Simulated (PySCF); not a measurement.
# Ionising Tl₂

UHF-MP2; basis Tl def2-SVP with ECP60; scalar-relativistic core potentials; PySCF 2.14. Neutral (UHF): triplet (σ ↑, π ↑), Re = 3.111 Å, ωe = 88.7 cm⁻¹, De = 1.00 eV.

Tl₂⁺ (UHF): doublet (σ ↑), Re = 3.634 Å, ωe = 51.9 cm⁻¹, De = 1.18 eV to Tl⁺ + Tl. The energies at the minima are -343.16708 hartree for Tl2 and -342.98200 for Tl₂⁺.

Q: Work out the adiabatic ionisation energy, without and with harmonic zero-point energies (1 hartree = 27.2114 eV, 1 eV = 8065.5 cm⁻¹), and the change of the bond length.

A: At UHF-MP2: 0.18508 hartree = 5.036 eV between the minima; the zero-point term (51.9 − 88.7)/2 cm⁻¹ = -0.002 eV makes it 5.034 eV. Re changes by +52.3 pm against the neutral. The electron leaves a π orbital, and the ion is left as a loose complex of an ion and an atom.

Correlated steps freeze 8 core orbitals. Correlated levels converge slowly with the basis: in double zeta they bind strong bonds too weakly, by up to about 1 eV, and carry superposition errors of some tenths. These are scalar-relativistic numbers at best; spin–orbit coupling would shift them, the dissociation energy most. States were picked by a PBE0 search and need not be the measured ground states.
